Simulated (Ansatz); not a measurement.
SiH+, closed-shell singlet (the spin of the measured ground state), most abundant isotopes (1.0078 and 27.9769 u). Constants from fifth-degree fits in 1/R to seven points on the lowest solution found; no spin–orbit coupling, no relativity up to Kr; ω_e x_e and α_e move by some per cent with the fit.

Frozen-core correlation. CBS: X⁻³ extrapolation of the correlation energy, Hartree–Fock from the larger set.

The values were computed with Ansatz (a first-principles code) with Gaussian orbitals. 

```csv
level,r_e (Å),ω_e (cm⁻¹),ω_e x_e (cm⁻¹),α_e (cm⁻¹)
PBE/def2-TZVPP,1.5328,2047.8,30.1,0.189
"CCSD(T)/CBS(aug-cc-pV(Q+d)Z, aug-cc-pV(5+d)Z)",1.5056,2161.3,33.6,0.199
```

Problem. Derive the rotational constants, the centrifugal constant, the fundamental, the zero-point energy and the force constant.

Solution. 
μ = 0.97278 u.
- PBE/def2-TZVPP: B_e = 16.8576/(μ r_e²) = 7.3760 cm⁻¹; B₀ = B_e − α_e/2 = 7.2814 cm⁻¹; D = 4B_e³/ω_e² = 3.83e-04 cm⁻¹; fundamental ω_e − 2ω_e x_e = 1988 cm⁻¹; zero-point energy ω_e/2 − ω_e x_e/4 = 1016 cm⁻¹; k = μ(2πcω_e)² = 240 N/m; the line J = 1 ← 0 at 2B₀ = 436.6 GHz
- CCSD(T)/CBS(aug-cc-pV(Q+d)Z, aug-cc-pV(5+d)Z): B_e = 16.8576/(μ r_e²) = 7.6445 cm⁻¹; B₀ = B_e − α_e/2 = 7.5452 cm⁻¹; D = 4B_e³/ω_e² = 3.83e-04 cm⁻¹; fundamental ω_e − 2ω_e x_e = 2094 cm⁻¹; zero-point energy ω_e/2 − ω_e x_e/4 = 1072 cm⁻¹; k = μ(2πcω_e)² = 268 N/m; the line J = 1 ← 0 at 2B₀ = 452.4 GHz

Doubts at one or more of the structures used: a restricted determinant that unrestricted orbitals would lower (CCSD(T)/CBS(aug-cc-pV(Q+d)Z, aug-cc-pV(5+d)Z)).

Measured for the ground state: r_e 1.5041 Å [Huber and Herzberg (1979), NIST Chemistry WebBook]; ω_e 2157.2 cm⁻¹ [Irikura, J. Phys. Chem. Ref. Data 36, 389 (2007)].
